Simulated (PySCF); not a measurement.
This PySCF input asks for the NMR shieldings of `C1[P+]([BH3-])(N)CC1`, C₃H₁₁BNP; the geometry comes from GFN2-xTB.

```python
import basis_set_exchange as bse
import numpy as np
from pyscf import gto, dft
from pyscf.prop import nmr

atoms = """
B     2.299267   -0.445787   -0.351206
P     0.479747    0.110766   -0.036372
N     0.263803    1.767476    0.291676
C    -1.007358   -0.206397   -1.105099
C    -1.885583   -0.393112    0.143703
C    -0.747726   -0.615507    1.154211
H     2.859686   -0.136625    0.656788
H     2.286178   -1.611285   -0.560547
H     2.628994    0.215210   -1.289444
H     0.786391    2.018580    1.127514
H     0.645282    2.317682   -0.474032
H    -0.885775   -1.128600   -1.672178
H    -1.306182    0.593095   -1.780130
H    -2.600439   -1.213438    0.077829
H    -2.425705    0.523841    0.370308
H    -0.857450   -0.112618    2.112890
H    -0.540130   -1.671250    1.324179
"""
names = dict.fromkeys(["B", "P", "N", "C", "H"], "pcSseg-1")
basis = {el: gto.basis.parse(bse.get_basis(n, elements=[el], fmt="nwchem")) for el, n in names.items()}
mol = gto.M(atom=atoms, basis=basis, charge=0, verbose=0)
mf = dft.RKS(mol, xc="PBE0")
mf.grids.level = 2
mf.grids.alignment = dft.numint.BLKSIZE   # the property module wants whole blocks of grid points
mf.conv_tol = 1e-9
mf.kernel()

calc = nmr.RKS(mf)   # GIAO
C = mf.mo_coeff
Co = C[:, mf.mo_occ > 0]
resp = mf.gen_response(singlet=True, hermi=2)
def vind(x):   # induced exchange potential for any number of trial vectors
    d = np.einsum("pi,xij,qj->xpq", C, 2 * x.reshape(-1, C.shape[1], Co.shape[1]), Co, optimize=True)
    return np.einsum("xpq,pi,qj->xij", resp(d - d.transpose(0, 2, 1)), C, Co, optimize=True).ravel()
mo1, _ = nmr.rhf.solve_mo1(calc, with_cphf=vind)
sigma = calc.kernel(mo1)
for i, s in enumerate(sigma):   # ppm
    print("%2d %-2s %9.2f" % (i, mol.atom_pure_symbol(i), np.trace(s) / 3))
```

Q: What are the results?

A: 
```
 0 B     142.60
 1 P     211.54
 2 N     224.63
 3 C     155.99
 4 C     165.32
 5 C     156.21
 6 H      30.89
 7 H      30.89
 8 H      30.88
 9 H      30.71
10 H      30.69
11 H      29.35
12 H      29.75
13 H      29.26
14 H      28.62
15 H      29.77
16 H      29.34
```

These numbers come from an equivalent density-fitted implementation of the same equations, which agrees with the script to about 0.01 ppm for H and up to a few tenths of a ppm for heavy atoms, so last digits may differ.

Size and cost of the density-fitted run: 164 basis functions, roughly 60 core-seconds.
